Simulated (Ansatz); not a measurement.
`BC#CC` + `CCN[SiH3]` → `BN([SiH3])CC` + `C#CC` at 700 K and 1 bar (ligand exchange at a B–C bond).

Calculated with Ansatz (gas phase, PBE0-D4/def2-TZVP geometries, no zero-point term in ΔE). CBS: MP2 limit from def2 TZ/QZ plus the TZ coupled-cluster correction, frozen cores. This one scheme is used for every species. Each species was taken in one conformer, which may not be the lowest.

| species | CCSD(T)/CBS energy (Eh) | H − E (kJ/mol) | S (J/(mol·K)) |
| --- | --- | --- | --- |
| `BC#CC` | -141.88997 | 237.9 | 406.5 |
| `CCN[SiH3]` | -425.31370 | 362.5 | 454.6 |
| `BN([SiH3])CC` | -450.74134 | 409.1 | 499.3 |
| `C#CC` | -116.49627 | 191.4 | 312.9 |

H − E and S are ideal-gas, rigid-rotor, harmonic terms from PBE0-D4/def2-TZVP, for one conformer and one mirror image of each species. 1 Eh = 2625.50 kJ/mol, R = 8.31446 J/(mol·K).

By hand: ΔE, ΔH, ΔS and ΔG.

ΔE = (-450.74134) + (-116.49627) − (-141.88997) − (-425.31370) = -0.03394 Eh = -89.1 kJ/mol. Δ(H − E) = 409.1 + 191.4 − 237.9 − 362.5 = 0.1, so ΔH = -89.0 kJ/mol. ΔS = 499.3 + 312.9 − 406.5 − 454.6 = -48.9 J/(mol·K). ΔG = -89.0 − 700 × (-48.9)/1000 = -54.8 kJ/mol.

By hand: the equilibrium constant, and the temperature at which ΔG would vanish if ΔH and ΔS stayed fixed.

log₁₀ K = −ΔG/(RT ln 10) = 4.1. ΔG = 0 at ΔH/ΔS = 1820 K.

TΔS isn't small against ΔH here. A doubt of 5 kJ/mol in ΔE shifts log₁₀ K by 0.4 here. Other conformers and mirror images would add mixing entropy, several J/(mol·K) or more a flexible species. Modes under 60 cm⁻¹, often nearly free rotors, make the harmonic entropy too high. These are equilibria of isolated gas molecules and say nothing of rates. Largest T1 diagnostic: 0.013 (customary marks: 0.02 for closed shells, 0.045 for open ones).
